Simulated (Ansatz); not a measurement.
`[F][In]([F])[O][SiH3]` + HCl → `[F][In]([Cl])[O][SiH3]` + H–F at 700 K and 1 bar (ligand exchange at the In–F bond).

Computed with Ansatz on PBE0-D4/def2-TZVP structures; ΔE is electronic, products minus reactants. CCSD(T)/CBS adds triple-zeta CCSD(T) − MP2 to the extrapolated MP2 energy (def2 sets, frozen cores). This one scheme is used for every species. def2 core potentials past Kr. For In outer-core shells are correlated without core-valence functions, which leaves a few kJ/mol of doubt a bond. Each species was taken in one conformer, which may not be the lowest.

| species | CCSD(T)/CBS energy (Eh) | H − E (kJ/mol) | S (J/(mol·K)) |
| --- | --- | --- | --- |
| `[F][In]([F])[O][SiH3]` | -755.56161 | 162.7 | 514.3 |
| HCl | -460.38127 | 38.4 | 211.8 |
| `[F][In]([Cl])[O][SiH3]` | -1115.57293 | 162.2 | 523.2 |
| H–F | -100.39570 | 45.2 | 198.5 |

H − E and S are ideal-gas, rigid-rotor, harmonic terms from PBE0-D4/def2-TZVP, for one conformer and one mirror image of each species. 1 Eh = 2625.50 kJ/mol, R = 8.31446 J/(mol·K).

**Question.** By hand: ΔE, ΔH, ΔS and ΔG.

**Answer.** ΔE = (-1115.57293) + (-100.39570) − (-755.56161) − (-460.38127) = -0.02575 Eh = -67.6 kJ/mol. Δ(H − E) = 162.2 + 45.2 − 162.7 − 38.4 = 6.3, so ΔH = -61.3 kJ/mol. ΔS = 523.2 + 198.5 − 514.3 − 211.8 = -4.4 J/(mol·K). ΔG = -61.3 − 700 × (-4.4)/1000 = -58.2 kJ/mol.

**Question.** By hand: the equilibrium constant, and the temperature at which ΔG would vanish if ΔH and ΔS stayed fixed.

**Answer.** log₁₀ K = −ΔG/(RT ln 10) = 4.3. ΔG = 0 at ΔH/ΔS = 13932 K, far beyond where these terms or the molecules hold.

The number of gas molecules stays the same, so ΔS is small and ΔH decides. A doubt of 5 kJ/mol in ΔE shifts log₁₀ K by 0.4 here. Other conformers and mirror images would add mixing entropy, several J/(mol·K) or more a flexible species. Modes under 60 cm⁻¹, often nearly free rotors, make the harmonic entropy too high. These are equilibria of isolated gas molecules and say nothing of rates. Largest T1 diagnostic: 0.017 (customary marks: 0.02 for closed shells, 0.045 for open ones).
